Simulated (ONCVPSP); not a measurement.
## How hard is this Kr (Z = 36) ONCV potential?

| Quantity | Value |
| --- | --- |
| Element | Kr |
| Generator | ONCVPSP 4.0.1 |
| Type | optimised norm-conserving Vanderbilt (ONCV) |
| Functional | LDA (Perdew-Zunger) |
| Relativity | fully relativistic |
| Frozen core | [Ar] 3d10 |
| Valence charge | 8 |
| Reference configuration | 4s2 4p5 (charge +1) |
| Partial waves | 4s: rc 1.45 bohr, ncon 4, nbas 9, qcut 5.5 1/bohr, local; 4p: rc 1.50 bohr, ncon 4, nbas 8, qcut 5.3 1/bohr, 2 projectors, debl 2.9 Ha |
| Local potential | the s channel |
| Core correction | Teter function, fcfact 5.25, rcfact 1.35 |

Open shells are filled in proportion to 2j + 1.

Task: For each optimised wave give the share of its norm inside rc, the residual kinetic energy above qcut (Ha) and the cutoffs (Ha) for errors of 10, 1, 0.1 and 0.01 mHa per electron.

Result:

| wave | norm inside rc | residual KE | 10 mHa | 1 mHa | 0.1 mHa | 0.01 mHa |
| --- | --- | --- | --- | --- | --- | --- |
| 4s | 0.482 | 5.9e-04 | 10.7 | 14.4 | 44.9 | 108.3 |
| 4p j=3/2 | 0.347 | 1.0e-03 | 5.5 | 14.2 | 63.3 | 88.1 |
| p projector 2 j=3/2 | 0.084 | 1.9e-03 | 9.1 | 16.3 | 79.0 | 121.8 |
| 4p j=1/2 | 0.367 | 1.2e-03 | 5.4 | 14.6 | 71.7 | 90.1 |
| p projector 2 j=1/2 | 0.084 | 2.0e-03 | 8.8 | 16.2 | 66.2 | 118.8 |

The occupied waves need 15 Ha and 72 Ha for 1 and 0.1 mHa.
